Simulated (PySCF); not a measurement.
# Dipole response of Xe⁺ (xenon, charge +1)

[Kr] 4d10 5s2 5p5, 2P determinant. Calculation: PySCF 2.14, in aug-cc-pVTZ-PP with one added diffuse shell each of d, f type with ECP28MDF (6s5p5d3f, 67 functions); scalar relativity through the core potential. Coupled (time-dependent) response in atomic units; α is the mean over directions.

```tsv
method	mean α (bohr³)	α xx, yy, zz	C₆ (like pair)	S(−4)
UHF	17.84	17.37, 18.08, 18.08	151.6	50.25
PBE	18.58	17.96, 18.89, 18.89	158.3	59.64
PBE0	18.12	17.47, 18.44, 18.44	154.1	53.10
PW91	18.40	17.67, 18.77, 18.77	156.8	56.20
M06	18.58	17.73, 19.01, 19.01	158.0	57.26
```

S(−4) is the Cauchy moment in α(ω) = α(0) + S(−4) ω² + …

Spin-orbit coupling is absent.

α(iu) at UHF:

| u (hartree) | α(iu) (bohr³) |
| --- | --- |
| 0 | 17.84 |
| 0.0500 | 17.72 |
| 0.100 | 17.35 |
| 0.200 | 16.06 |
| 0.300 | 14.32 |
| 0.500 | 10.77 |
| 0.750 | 7.413 |
| 1.00 | 5.264 |
| 1.50 | 3.000 |
| 2.00 | 1.946 |
| 3.00 | 1.033 |
| 5.00 | 0.4493 |

A single London oscillator, α(iu) = α/(1 + u²/ω²), gives C₆ = (3/4) ω α². Matching the computed C₆ needs ω = 4 × 151.6 / (3 × 17.84²) = 0.635 hartree.

For an ion, C₆ is the dispersion term alone; charge-induced terms of lower order in 1/R come first.

The components differ because the open shell of this determinant is not spherical; for a pure term their mean is the scalar polarisability.

Energies and moments cover only the electrons outside the core potential.
